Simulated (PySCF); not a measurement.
# Zinc: a sound run and one with changed settings

Sound run: Zn [Ar] 3d10 4s2, Zn⁺ [Ar] 3d10 4s1. Computed with PySCF 2.14 in x2c-TZVPall (6s5p4d1f, 48 functions), with the spin-free X2C one-electron Hamiltonian (Gaussian nucleus). In the sound run the correlated levels freeze [Ar]. The sound run starts from symmetry-adapted Hartree-Fock orbitals and uses a fine grid where one is needed.

Changed run: all electrons correlated in a basis built for the valence shell.

```json
{"species": "Zn", "method": "MP2", "sound run (hartree)": "-1794.66631", "changed run (hartree)": "-1794.94776", "converged": "yes"}
{"species": "Zn⁺", "method": "MP2", "sound run (hartree)": "-1794.33779", "changed run (hartree)": "-1794.61717", "converged": "yes"}
```

Ionisation energy of Zn:

| method | sound run (eV) | changed run (eV) |
| --- | --- | --- |
| UHF | 7.791 | 7.791 |
| MP2 | 8.939 | 8.996 |
| SCS-MP2 | 8.971 | 9.006 |

A valence basis has no tight correlating functions, so it recovers only part of the core correlation, and not evenly between atom and ion.

For comparison, NIST gives 9.394 eV between the lowest levels.
